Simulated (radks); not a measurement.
Task: Species: Ir43+. Configuration: [Ar] 3d10 4s2 4p3 4f1 (not the ground configuration). Calculated with a radial shooting solver on a logarithmic mesh with Libxc functionals: Dirac Kohn-Sham, PBE, spin-unpolarised, spherical densities, finite nucleus; open shells fill j = l - 1/2 first; Fermi nuclear charge, rms radius 5.4032 fm. Some entries of the table are withheld. Estimate them.

orbital  occ.  eigenvalue (hartree)  <r^2> (bohr^2)  <1/r> (bohr^-1)
1s1/2       2             -2869.129             (1)            92.14
2s1/2       2             -564.2086        0.006343            22.59
2p1/2       2             -544.0518        0.004503            22.55
2p3/2       4             -484.0868        0.005687            18.61
3s1/2       2             -186.9521             (2)            8.419
3p1/2       2             -178.0720         0.03660            8.334
3p3/2       4             -164.4939         0.04254            7.315
3d3/2       4             -149.9490         0.03245            7.201
3d5/2       6             -146.9766         0.03405            6.966
4s1/2       2             -87.99913          0.1602            4.034
4p1/2       2             -84.16266          0.1580            3.964
4p3/2       1             -79.76264          0.1758            3.621
4f5/2       1             -65.74978          0.1416            3.230
4f7/2       0             -65.47120          0.1435            3.202

Result: 
(1) 1s1/2 <r^2> (bohr^2): 0.0004197
(2) 3s1/2 <r^2> (bohr^2): 0.04019
